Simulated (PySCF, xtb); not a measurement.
C3H10NSi, SMILES C[Si](C)([NH])C (connectivity only; charge and spin as stated), charge -1, multiplicity 1. The values are those of a single conformer.

Harmonic wavenumbers (cm⁻¹) from GFN2-xTB run with xtb 6.7.1 at its own minimum, in rising order: 68, 99, 114, 159, 184, 230, 250, 256, 297, 598, 633, 685, 753, 760, 770, 799, 809, 824, 916, 1163, 1366, 1368, 1371, 1529, 1534, 1536, 1545, 1546, 1553, 2966, 2971, 2973, 2981, 2985, 2996, 2999, 3020, 3030, 3337.

Task: What does PBE0-D3(BJ)/def2-SVPD (PySCF 2.14.0) give at its own minimum? (An estimate is asked for; the answer gives what the named calculation found.)

Result: 101, 144, 160, 174, 197, 235, 274, 275, 286, 572, 598, 617, 632, 672, 709, 753, 797, 798, 814, 1000, 1190, 1195, 1205, 1409, 1415, 1416, 1421, 1424, 1435, 2999, 3002, 3018, 3088, 3092, 3106, 3107, 3110, 3120, 3569. Paired by order, the mean absolute difference is 81 cm⁻¹ and the zero-point energies are 77.2 and 76.0 kcal/mol.
